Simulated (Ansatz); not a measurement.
Ideal-gas functions of Cl₂F₂H₂Si₂ (`F[SiH](F)[SiH](Cl)Cl`) at 800 K and 1 bar, from an Ansatz frequency run at PBE0-D4/def2-TZVP.

Molar mass 167.09 g/mol, point group Cs (symmetry number 1), electronic degeneracy 1, moments of inertia 283.454, 483.688, 723.085 u Å². Harmonic wavenumbers (cm⁻¹, unscaled): 26, 65, 123, 161, 190, 225, 332, 458, 544, 585, 717, 774, 810, 828, 893, 951, 2256, 2264.

Use S(trans) = R[1.5 ln M + 2.5 ln T − 1.1517]; rotational temperatures θ = 24.2544 K / I; S(rot) = R[ln(√π/σ · √(T³/θAθBθC)) + 1.5]; for each mode x = 1.438777 ν̃/T, S = R[x/(eˣ − 1) − ln(1 − e⁻ˣ)] and H = RT x/(eˣ − 1); 1 cm⁻¹ = 0.0119627 kJ/mol; R = 8.31446 J/(mol·K).

Question: By hand: the entropy, in J/(mol·K).

Answer: Translation 193.2. Rotation: θ = 0.0856, 0.0501, 0.0335 K, giving 137.4. Vibration, mode by mode: 33.78, 26.17, 20.87, 18.65, 17.28, 15.89, 12.72, 10.16, 8.82, 8.27, 6.75, 6.20, 5.88, 5.73, 5.21, 4.80, 0.74, 0.73, in all 208.7. Electronic 0.0. Sum 539.3 J/(mol·K).

Question: By hand: H − E and G − E in kJ/mol, counted from the electronic energy.

Answer: Zero-point energy ½ × 12202 × 0.0119627 = 73.0; thermal vibration 70.5; translation, rotation and pV give 4 RT = 26.6. H − E = 170.1 kJ/mol, and G − E = 170.1 − 800 × 539.3/1000 = -261.3 kJ/mol.

Vibration gives 39 % of the entropy, 80.8 J/(mol·K) of it from the modes under 150 cm⁻¹: soft modes count most, and the harmonic formula is weakest for them. The sum counts one conformer and one mirror image; others add a mixing term.
